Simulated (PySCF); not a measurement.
A TDDFT job was run through a driver script with this input:

```
{"job": {"kind": "uv", "xc": "CAM-B3LYP", "basis": "def2-SVPD", "ip": true}, "charge": 0, "multiplicity": 1}
C      0.954764     0.989629    -0.666778
C      1.592685    -0.061973     0.250747
Si     0.187658    -1.002297     1.110001
C     -1.268277    -0.770019    -0.072749
C     -1.393589     0.715834    -0.444559
O     -0.253278     1.485168    -0.134387
H      0.781592     0.568685    -1.677162
H      1.617821     1.859522    -0.793460
H      2.230340     0.421328     1.008155
H      2.237995    -0.749457    -0.319868
H     -0.103957    -0.445010     2.465563
H      0.506211    -2.456843     1.266459
H     -2.211608    -1.157013     0.342051
H     -1.045558    -1.388308    -0.959516
H     -1.635984     0.827152    -1.521012
H     -2.212024     1.181481     0.123707
```

Its output, with some lines taken out ([cut]) and without the SCF cycles:

```
converged SCF energy = -522.7873548925

Static polarisability (au): isotropic 76.125, principal 67.892 79.537 80.945

Singlet excitations
state   eV       nm        f      main configurations
  1   7.0797    175.1   0.01310   H->L 0.88
[cut]
  3   7.8509    157.9   0.00873   H-1->L 0.68, H->L+1 0.20
  4   8.0097    154.8   0.01519   H->L+2 0.68, H->L+5 0.14
  5   8.1034    153.0   0.01896   H->L+3 0.83
[cut]
[cut]
  8   8.3082    149.2   0.01703   H->L+5 0.34, H->L+4 0.18, H->L+2 0.13
[cut]
 10   8.5426    145.1   0.00661   H-2->L+1 0.62, H-4->L+1 0.13

Triplet excitations (Tamm-Dancoff, eV): 6.8946 7.5321 7.6891 7.7625
[cut]
```

The calculation used TDDFT CAM-B3LYP/def2-SVPD, vertical, gas phase, core orbitals frozen in the response in PySCF. One conformer (not necessarily the lowest) at the PBE0-D3(BJ)/def2-SVP geometry, without solvent, vibrations or thermal averaging.

Question: What stood in the cut lines?

Answer: 
```
  2   7.7573    159.8   0.00006   H->L+1 0.69, H-1->L 0.21
  6   8.1999    151.2   0.02046   H-1->L+1 0.80
  7   8.2734    149.9   0.01068   H-2->L 0.82
  9   8.3650    148.2   0.01522   H->L+4 0.55, H->L+5 0.15
Vertical ionisation energy (delta-SCF) = 9.6198 eV
```

Question: How many basis functions and electrons does this run hold?

Answer: 207 basis functions for 56 electrons in 28 doubly occupied orbitals.

Question: Give the mean polarisability in Å³.

Answer: 76.12 au × 0.148185 = 11.28 Å³.

Question: What transition dipole goes with state 6?

Answer: |μ|² = 3f / (2ΔE) = 3 × 0.0205 / (2 × 0.3013) = 0.102 au, so |μ| = 0.81 D.

Question: Write the structure that the coordinates describe.

Answer: `C1C[SiH2]CCO1` (C4H10OSi), point group C1.

H and L stand for HOMO and LUMO.

Hardware: one thread of an Arm Neoverse N1 (shared host). Cost: 5.1 min wall (with the writing of density and orbital grids), 1.1 GiB resident at most.
